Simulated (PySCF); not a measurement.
3-silylpropanenitrile (C3H7NSi), SMILES N#CCC[SiH3]. The structure is a stationary point at TPSSh-D3(BJ)/def2-SVP. One conformer was computed; it need not be the lowest.

Computed equilibrium geometry at TPSSh-D3(BJ)/def2-SVP (PySCF confirms it by a frequency run) as a Z-matrix (one conformer of several):
```
C
H 1 1.1033
H 1 1.1034 2 106.35
C 1 1.5447 2 109.60 3 116.53
H 4 1.1029 1 110.58 2 -59.43
H 4 1.1031 5 106.55 1 120.28
C 4 1.4661 5 107.71 6 115.50
N 7 1.1625 5 150.40 4 -177.89
Si 1 1.9024 2 108.70 3 -116.00
H 9 1.4859 1 111.11 2 -58.26
H 9 1.4883 10 109.50 1 -119.99
H 9 1.4903 10 109.14 11 -119.38
```
Charge 0, spin multiplicity 1.
